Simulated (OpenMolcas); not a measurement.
**F+: effect of the basis set**

* Program: OpenMolcas 26.06
* Method: SS-CASPT2, IPEA 0.25 Eh, imaginary shift 0.1 Eh (closed shells correlated: 1s 2s)
* Active space: 4 electrons in 3 orbitals (2p)
* State averaging: 2S+1 = 3 even, 3 roots; 2S+1 = 1 even, 6 roots
* Spin-orbit coupling: state interaction with AMFI integrals over the reference wave functions, term energies averaged over their components

A. ANO-RCC-VDZP [3s2p1d], DKH2, point nucleus; CASPT2 step about 0.8 core-seconds
B. ANO-RCC-VTZP [4s3p2d1f], DKH2, point nucleus; CASPT2 step of the order of 0.6 core-seconds
C. ANO-L-VTZP [4s3p2d1f], non-relativistic, point nucleus; CASPT2 step of the order of 0.7 core-seconds
D. ANO-R3 [4s4p2d1f], X2C, finite nucleus; CASPT2 step about 0.6 core-seconds
E. ANO-R2 [4s4p2d1f], X2C, finite nucleus; CASPT2 step roughly 0.8 core-seconds
F. ANO-RCC-VQZP [5s4p3d2f1g], DKH2, point nucleus; CASPT2 step about 1.4 core-seconds

Energies in eV above 2s² 2p⁴ ³P₂, the measured ground level; measured values from NIST Handbook of Basic Atomic Spectroscopic Data.

| Level | A | B | C | D | E | F | Measured |
| --- | --- | --- | --- | --- | --- | --- | --- |
| 2s² 2p⁴ ³P₂ | 0.0000 | 0.0000 | 0.0000 | 0.0000 | 0.0000 | 0.0000 | 0.0000 |
| 2s² 2p⁴ ³P₁ | 0.0407 | 0.0401 | 0.0398 | 0.0395 | 0.0395 | 0.0397 | 0.0423 |
| 2s² 2p⁴ ³P₀ | 0.0603 | 0.0594 | 0.0590 | 0.0586 | 0.0586 | 0.0588 | 0.0607 |
| 2s² 2p⁴ ¹D₂ | 2.741 | 2.607 | 2.614 | 2.603 | 2.604 | 2.580 | 2.5880 |
| 2s² 2p⁴ ¹S₀ | 6.077 | 5.875 | 5.894 | 5.852 | 5.852 | 5.807 | 5.5691 |

Deviations, from unrounded energies. A percentage is the sum of absolute deviations over the sum of measured energies, with the sign that they share, or ± where signs differ.

```json
{"Against measurement": "mean absolute deviation (cm-1)", "Levels": "4", "A": "1300", "B": "660", "C": "720", "D": "610", "E": "610", "F": "500"}
{"Against measurement": "fine structure of the ground term (%)", "Levels": "2", "A": "-2.0", "B": "-3.5", "C": "-4.1", "D": "-4.7", "E": "-4.7", "F": "-4.4"}
{"Against measurement": "other terms of the ground configuration (%)", "Levels": "2", "A": "+8.1", "B": "+4.0", "C": "+4.3", "D": "+3.7", "E": "+3.7", "F": "±3.0"}
```

F lies closest to measurement on these levels and A furthest from it. The largest miss of F in the table is 2s² 2p⁴ ¹S₀, by +1900 cm-1. The ranking rests on the paired levels alone, and a cruder setting can come out closer through cancelling errors.

Among A to F the level of the table that moves most is 2s² 2p⁴ ¹S₀, by 2200 cm-1 (lowest in F, highest in A). Moves below CASPT2's spread within the term are not significant.

Term energies are means over components that CASPT2 splits; among the terms shown or strongly mixed into the levels shown the widest spread is 94 cm-1 (2s² 2p⁴ ¹D, C). With the s shell closed, the reference lacks s² → p² mixing. Measured partners are found by configuration, term and J. A level has none where our copy of the source lacks it or the pairing is in doubt (some pairs that miss far off the trend of their configuration count as doubtful), and it then counts in no deviation. Levels of configurations outside the active space are missing.
